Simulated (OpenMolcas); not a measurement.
## neutral arsenic: effect of the active space

```
Program             : OpenMolcas 26.06
Method              : CASSCF
Basis               : ANO-RCC-MB
Scalar Hamiltonian  : X2C, point nucleus
Spin-orbit coupling : state interaction with AMFI integrals over the reference wave functions, term energies averaged over their components
```

A. 3 electrons in 3 orbitals (4p); 2S+1 = 4 odd, 1 root; 2S+1 = 2 odd, 8 roots kept (CI in the orbitals of an earlier block); cost of the order of 1.9 core-seconds
B. 5 electrons in 4 orbitals (4s 4p); 2S+1 = 4 odd, 1 root; 2S+1 = 2 odd, 8 roots kept (CI in the orbitals of an earlier block); cost of the order of 5 core-seconds

Energies in cm-1 above 4s2 4p3 4S* 3/2, the measured ground level; measured values from NIST Handbook of Basic Atomic Spectroscopic Data.

```csv
Level,A,B,Measured
4s2 4p3 4S* 3/2,0.0,0.0,0.0
4s2 4p3 2D* 3/2,14265,14178,10593
4s2 4p3 2D* 5/2,14451,14461,10915
4s2 4p3 2P* 1/2,24045,20489,18186
4s2 4p3 2P* 3/2,24292,20809,18648
```

Deviations, from unrounded energies. A percentage is the sum of absolute deviations over the sum of measured energies, with the sign that they share, or ± where signs differ.

```tsv
Against measurement	Levels	A	B
mean absolute deviation (cm-1)	4	4700	2900
other terms of the ground configuration (%)	4	+32.1	+19.9
```

B lies closest to measurement on these levels. The largest miss of B in the table is 4s2 4p3 2D* 3/2, by +3600 cm-1. The ranking rests on the paired levels alone, and a cruder setting can come out closer through cancelling errors.

Between A and B the level of the table that moves most is 4s2 4p3 2P* 1/2, by 3600 cm-1 (lowest in B, highest in A).

Without dynamic correlation excited terms often stand tens of per cent too high (terms of higher spin than the ground term too low), and those without a measured partner can miss by more than the paired ones. Terms from blocks run as CI alone lack orbitals of their own. With the s shell closed, the reference lacks s² → p² mixing (holds for A). Computed and measured levels are paired by configuration, term and J; levels that our copy of the source lacks, or whose pairing is in doubt (as where it misses far off the trend of its configuration), stay unpaired and out of the deviations. Levels of configurations outside the active space are missing.

* marks odd parity.
